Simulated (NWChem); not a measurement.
**Lowest excitation of H3O (+1)**

SMILES: [OH3+]
```xyz
4

O      0.0000     0.0774     0.0000
H     -0.4720    -0.2067     0.8177
H     -0.4720    -0.2067    -0.8177
H      0.9443    -0.2062     0.0000
```
Charge +1, spin multiplicity 1.

Everything below was run with NWChem. The geometry was optimised at B3LYP/def2-SVP, a minimum by its harmonic frequencies.

Basis set: aug-cc-pVDZ.

| method | lowest vertical singlet excitation energy (eV) | relative cost | difference from EOM-CCSD |
|---|---|---|---|
| TD-PBE0 | 11.46 | under 3 | -0.23 |
| CIS | 12.96 | 1 | +1.27 |
| TD-B3LYP | 11.12 | under 3 | -0.57 |
| EOM-CCSD | 11.69 | under 3 | 0.00 |
| TD-PBE | 10.74 | under 3 | -0.95 |

The values span 2.22 eV, from TD-PBE (lowest) to CIS (highest). Relative cost: rough, from shared machines, SCF included, CIS = 1.

The correlated methods keep 1 core orbital frozen. B3LYP has NWChem's definition, with VWN1-RPA local correlation. The structure started from a generated list of species. Differences from the coupled-cluster row are differences between methods, not errors against experiment.
